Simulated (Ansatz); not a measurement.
F₂W, SMILES [F][W][F] (connectivity only; charge and spin as stated), neutral, multiplicity 5.

Geometry: B3LYP-D3(BJ)/def2-TZVP. The spin state was assumed, not searched. The def2 effective core potentials stand for the cores of W; spin–orbit coupling is left out.

Two levels are set side by side: PBE/def2-TZVPD (Ansatz, a first-principles code) and PBE0/def2-TZVPD (Ansatz). Energy differences of separate SCF runs at the same geometry; the states with an electron removed or added have multiplicity 4 and 4. Differences are taken from unrounded values.

| quantity | PBE0 |
|---|---|
| vertical ionisation energy (eV) | 8.57 |
| vertical electron affinity (eV) | 1.15 |

Problem. What does PBE give, and how far is it from PBE0? (An estimate is asked for; the answer gives what the named calculation found.)

Solution. 
```tsv
quantity	PBE	PBE minus PBE0
vertical ionisation energy (eV)	8.27	-0.29
vertical electron affinity (eV)	1.27	0.12
```
